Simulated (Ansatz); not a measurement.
`B[SiH](N)[SiH2]F`, charge 0, multiplicity 1.

Task: Give a relaxed structure at PBE0-D4/def2-TZVP (Ansatz 0.2.0). (Best estimate.)

Result: The calculation gave: 
Z-matrix (Å, degrees):
```
Si
N 1 1.723
Si 1 2.353 2 110.0
B 1 1.991 2 113.9 3 -118.5
H 1 1.504 2 115.2 3 115.4
H 2 1.006 1 121.6 3 -57.9
H 2 1.006 1 120.1 3 153.7
F 3 1.609 1 110.9 2 -74.0
H 3 1.490 1 111.8 2 45.4
H 3 1.488 1 110.7 2 166.8
H 4 1.197 1 118.4 2 -177.3
H 4 1.196 1 123.8 2 5.1
```
This is one stationary point; other conformers may exist.
